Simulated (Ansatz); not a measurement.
F⁻ ··· SiH₄

The pair of F⁻ (SMILES [F-], atom 1) and SiH₄ (SMILES [SiH4], atoms 2–6), both closed shells, in one local arrangement (a lower one may exist), relaxed at PBE0-D4/def2-TZVPD:

```xyz
6
angstrom
F -0.3573 0.0074 -1.6788
Si 0.0069 -0.0001 0.0324
H 1.3348 0.6714 -0.2613
H -1.2290 0.8419 0.2852
H 0.3383 -0.0070 1.5894
H -0.0936 -1.5135 0.0331
```

Program: Ansatz 0.2.0. Basis: def2-TZVPPD, with def2-QZVPPD for the basis limit. Cores are frozen in the correlated methods. B3LYP uses VWN-RPA correlation. Extrapolation: Hartree–Fock as exp(−7.88 √X), correlation as X^−2.97. Interaction energies count from these two fragments, frozen as in the pair, with the counterpoise correction; negative means bound.

**Question.** What is the interaction energy by CCSD(T) at an estimated basis limit (MP2 extrapolated from triple and quadruple zeta, plus CCSD(T) − MP2 in triple zeta)? (Judge from chemistry; the value comes from the calculation.)

**Answer.** The calculation gives: -63.02 kcal/mol. Hartree–Fock alone gives -65.62 kcal/mol at the basis limit. It counts from the two fragments frozen as in the pair.

The same quantity by other methods in triple zeta, and each one's difference from that estimate:
```json
{"method": "PBE-D4", "E_int (kcal/mol)": "-57.50", "difference": "5.53"}
{"method": "revPBE-D4", "E_int (kcal/mol)": "-56.63", "difference": "6.39"}
{"method": "BLYP-D4", "E_int (kcal/mol)": "-54.68", "difference": "8.34"}
{"method": "r2SCAN-D4", "E_int (kcal/mol)": "-62.81", "difference": "0.21"}
{"method": "B97M-V", "E_int (kcal/mol)": "-65.28", "difference": "-2.26"}
{"method": "PBE0-D4", "E_int (kcal/mol)": "-62.49", "difference": "0.53"}
{"method": "B3LYP-D4", "E_int (kcal/mol)": "-59.50", "difference": "3.52"}
{"method": "HSE06-D4", "E_int (kcal/mol)": "-62.47", "difference": "0.55"}
{"method": "wB97X-V", "E_int (kcal/mol)": "-61.83", "difference": "1.19"}
{"method": "wB97M-V", "E_int (kcal/mol)": "-62.74", "difference": "0.29"}
{"method": "B2PLYP", "E_int (kcal/mol)": "-58.96", "difference": "4.06"}
{"method": "HF", "E_int (kcal/mol)": "-64.59", "difference": "-1.57"}
{"method": "MP2", "E_int (kcal/mol)": "-60.23", "difference": "2.80"}
{"method": "CCSD", "E_int (kcal/mol)": "-60.90", "difference": "2.12"}
{"method": "CCSD(T)", "E_int (kcal/mol)": "-60.07", "difference": "2.95"}
```
Differences are method less estimate.

**Question.** Which atoms make the shortest contact between the fragments?

**Answer.** F1 and Si2, 1.75 Å apart.

Energy to bend the free fragments (PBE0-D4 minima) into their shapes in the pair, CCSD(T)/def2-TZVPPD: SiH₄ 22.60 kcal/mol. This must be added to the interaction energy to get the binding energy from relaxed fragments.

Basis-set superposition shift (counterpoise-corrected less uncorrected): CCSD(T) 1.83; MP2 1.84; HF 0.10; PBE0-D4 0.13; wB97M-V 0.10 kcal/mol.

No T1 diagnostic of these runs exceeds 0.023.

For scale, one of the runs: CCSD(T)/def2-TZVPPD, 156 basis functions, launched by `ansatz run in.yaml --threads 2 --pin off --events-out ev --progress --plain --max-ram 5222MiB`. The run took 10 s on 2 CPU threads of an Arm Neoverse V2 (shared host), with 1.1 GiB of host memory at its peak.
